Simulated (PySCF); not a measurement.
B(F)2(SH), HBF2S, SMILES FB(F)S, singlet at its B3LYP/def2-SVP optimised geometry (Å):

```
5

B     -0.6086    -0.0993     0.0000
F     -1.2590    -1.2485    -0.0006
F     -1.3132     1.0200     0.0000
S      1.2014    -0.0993     0.0000
H      1.3132     1.2485     0.0041
```

Computed with B3LYP/def2-TZVP (PySCF). Cells within 0.4 Å of a nucleus heavier than hydrogen are left out (blank, or x).

Map of the LUMO amplitude (bohr^(-3/2)) on the plane z = 0.0 Å; orbital energy -0.19 eV, overall sign arbitrary:

```
|333333333334444444444444433|
|333333333344444444444444443|
|333333333444444445554444444|
|333333333444444555555544444|
|333333334444445555655554444|
|333333333444455566666554444|
|333333333444455667776554444|
|333333333344445668876554444|
|33333332x334444568976544444|
|3333333xxx33334456765444444|
|3333333xxx33333333433333333|
|334443334332221111111223333|
|34444444443x11100xx00122333|
|4444444444xxx1111xx00122333|
|4444444444xxx2333xx11123333|
|444444443344444567643233333|
|444444433233445677754333333|
|3444444xxx23455677655444333|
|3444444xxx23455666655444443|
|33444443x234455566555444443|
|333444433334445555554444443|
|333333333344444555544444443|
|333333334444444444444444433|
|333333334444444444444444333|
|333333334444444444444443333|
|333333333344444444444333333|
|333333333333444444333333333|
```
Scale: ten equal steps from -0.140 (start of '0') to 0.228 (end of '9'), in the order '0123456789'; x runs from -3.50 to 3.50, y from -3.50 (bottom) to 3.50 (top).
